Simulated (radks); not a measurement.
Spherical quantum dot in the effective-mass picture: electrons in a parabolic well V = omega^2 r^2 / 2 with omega = 0.221, all in effective atomic units (hartree* = m*/eps^2 hartree, bohr* = eps/m* bohr), one dielectric constant everywhere. Calculated with a radial shooting solver with Libxc functionals: non-relativistic Kohn-Sham, PBEsol, spin-polarised, spherical densities. Levels are named by radial order and angular momentum (1s, 1p, 1d, 2s, ...), and open shells are averaged over m. Each electron was tried in the lowest free levels, single moves between levels near the top were tried too, and the lowest total energy was kept; such a search can miss a lower state. The series stops at N = 8: beyond it a trial failed or the search could not be trusted, so later rows were left out. At N = 1 the Hartree and exchange-correlation terms need not cancel, so that row can carry a self-interaction error.

N	open shells	2S	E (hartree*)	mu = E(N) - E(N-1) (hartree*)	addition energy mu(N+1) - mu(N) (hartree*)	e(HOMO) (hartree*)	rms radius (bohr*)
1	1s(up 1, down 0)	1	0.335867	0.33587	0.3173	0.46679	2.627
2	none	0	0.989003	0.65314	0.3842	0.76926	2.954
3	1p(up 1, down 0)	1	2.02630	1.0373	0.1993	1.1366	3.385
4	1p(up 2, down 0)	2	3.26291	1.2366	0.1969	1.3360	3.662
5	1p(up 3, down 0)	3	4.69646	1.4335	0.2363	1.5301	3.881
6	1p(up 3, down 1)	2	6.36635	1.6699	0.1715	1.7552	4.084
7	1p(up 3, down 2)	1	8.20778	1.8414	0.1713	1.9275	4.259
8	none	0	10.2205	2.0128	-	2.0975	4.417

All shells are closed at N = 2, 8 (there: 1s2 1p6); the second difference of the energy has clear peaks (12 % above both neighbours; the first and last values, which can be the largest, are not judged, and half-filled shells can peak too) at N = 2, 5.
